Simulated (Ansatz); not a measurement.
A structure relaxed at PBE0-D4/def2-TZVP, charge 0, multiplicity 1:

```json
{"atom": "C1", "x (Å)": "1.667", "y (Å)": "-2.054", "z (Å)": "0.304"}
{"atom": "C2", "x (Å)": "1.022", "y (Å)": "-1.049", "z (Å)": "0.467"}
{"atom": "Ge3", "x (Å)": "-0.010", "y (Å)": "0.537", "z (Å)": "0.696"}
{"atom": "C4", "x (Å)": "-1.093", "y (Å)": "0.824", "z (Å)": "-0.896"}
{"atom": "H5", "x (Å)": "2.239", "y (Å)": "-2.942", "z (Å)": "0.162"}
{"atom": "H6", "x (Å)": "-0.888", "y (Å)": "0.348", "z (Å)": "1.944"}
{"atom": "H7", "x (Å)": "0.965", "y (Å)": "1.702", "z (Å)": "0.928"}
{"atom": "H8", "x (Å)": "-1.692", "y (Å)": "1.729", "z (Å)": "-0.785"}
{"atom": "H9", "x (Å)": "-1.760", "y (Å)": "-0.025", "z (Å)": "-1.051"}
{"atom": "H10", "x (Å)": "-0.450", "y (Å)": "0.930", "z (Å)": "-1.770"}
```

**Question.** Give its formula and SMILES.

**Answer.** C3H6Ge, `C#[C][GeH2][CH3]`.

**Question.** Point group (tolerance 0.08 Å, 0.16 Å for H)?

**Answer.** Cs.

**Question.** Summarise the bond lengths by kind.

**Answer.** 1 × C–C 1.206 Å; 4 × C–H 1.066 to 1.091 Å; 2 × C–Ge 1.906 to 1.947 Å; 2 × Ge–H 1.537 Å.

Results of the Gaussian-basis code of Ansatz.
